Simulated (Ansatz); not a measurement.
Z-matrix (Å, degrees):
```
C
F 1 1.326
F 1 1.326 2 108.6
F 1 1.326 2 108.6 3 -117.9
C 1 1.557 2 110.3 3 121.1
Cl 5 1.759 1 108.5 2 60.0
Cl 5 1.759 1 108.5 2 -60.0
Cl 5 1.759 1 108.5 2 180.0
```

Total charge 0; spin multiplicity 1.

Task: List the PBE/def2-TZVPP orbital energies in eV (Ansatz). (Estimate.)

Result: Ansatz gave: Occupied: -2740.09, -2740.09, -2740.09, -661.60, -661.60, -661.60, -276.32, -274.52, -250.64, -250.64, -250.64, -191.44, -191.44, -191.44, -191.12, -191.12, -191.12, -191.12, -191.12, -191.12, -33.94, -31.47, -31.47, -24.43, -21.47, -21.47, -18.85, -16.56, -15.40, -15.40, -14.38, -12.55, -12.55, -11.77, -11.77, -10.76, -10.76, -10.74, -10.18, -9.02, -9.02, -8.36, -8.15, -8.15, -7.71. Lowest empty: -2.14, -1.34, -1.34, 1.59, 2.56, 2.70, 2.70, 3.61.
